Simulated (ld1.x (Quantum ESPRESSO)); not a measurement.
## u(r) = r·R(r): atom against pseudo-atom (Ge (Z = 32))

Columns: radius, all-electron u(r) and pseudo u(r) of the 3d shell (level -29.31 eV) of germanium in the configuration [Ar] 3d10 4s2 4p2; PBEsol, scalar-relativistic, TM scheme, ld1.x (Quantum ESPRESSO) 7.5.

```json
{"r (bohr)": "0.110", "all-electron": "0.2023", "pseudo": "0.1061"}
{"r (bohr)": "0.220", "all-electron": "0.6520", "pseudo": "0.5693"}
{"r (bohr)": "0.330", "all-electron": "0.9858", "pseudo": "1.0186"}
{"r (bohr)": "0.440", "all-electron": "1.1331", "pseudo": "1.1601"}
{"r (bohr)": "0.550", "all-electron": "1.1432", "pseudo": "1.1448"}
{"r (bohr)": "0.660", "all-electron": "1.0771", "pseudo": "1.0771"}
{"r (bohr)": "0.770", "all-electron": "0.9769", "pseudo": "0.9769"}
{"r (bohr)": "0.880", "all-electron": "0.8663", "pseudo": "0.8663"}
{"r (bohr)": "0.990", "all-electron": "0.7577", "pseudo": "0.7577"}
{"r (bohr)": "1.100", "all-electron": "0.6567", "pseudo": "0.6567"}
{"r (bohr)": "1.210", "all-electron": "0.5659", "pseudo": "0.5659"}
{"r (bohr)": "1.320", "all-electron": "0.4857", "pseudo": "0.4857"}
{"r (bohr)": "1.430", "all-electron": "0.4158", "pseudo": "0.4158"}
{"r (bohr)": "1.540", "all-electron": "0.3554", "pseudo": "0.3554"}
{"r (bohr)": "1.650", "all-electron": "0.3034", "pseudo": "0.3034"}
{"r (bohr)": "1.760", "all-electron": "0.2588", "pseudo": "0.2588"}
{"r (bohr)": "1.870", "all-electron": "0.2206", "pseudo": "0.2206"}
{"r (bohr)": "1.980", "all-electron": "0.1879", "pseudo": "0.1879"}
{"r (bohr)": "2.090", "all-electron": "0.1600", "pseudo": "0.1600"}
{"r (bohr)": "2.200", "all-electron": "0.1362", "pseudo": "0.1362"}
{"r (bohr)": "2.310", "all-electron": "0.1159", "pseudo": "0.1159"}
{"r (bohr)": "2.420", "all-electron": "0.0986", "pseudo": "0.0986"}
{"r (bohr)": "2.530", "all-electron": "0.0839", "pseudo": "0.0839"}
{"r (bohr)": "2.640", "all-electron": "0.0713", "pseudo": "0.0713"}
{"r (bohr)": "2.750", "all-electron": "0.0606", "pseudo": "0.0606"}
{"r (bohr)": "2.860", "all-electron": "0.0515", "pseudo": "0.0515"}
```

(1) How many radial nodes do the two functions have?

(2) At about which radius was the pseudo-wave matched?

(3) Where does each function peak?

(4) Is the pseudo-wave norm-conserving?

Results:

(1) The all-electron 3d function has n − l − 1 = 0; the pseudo-wave has 0.

(2) 0.65 bohr, where the columns begin to agree (steps of 0.11 bohr).

(3) Outermost all-electron maximum near 0.55 bohr, pseudo maximum near 0.44 bohr (to the table’s step).

(4) Yes: the TM scheme keeps the norm inside the radius equal to the all-electron one, which fixes the energy derivative of the logarithmic derivative at the level.
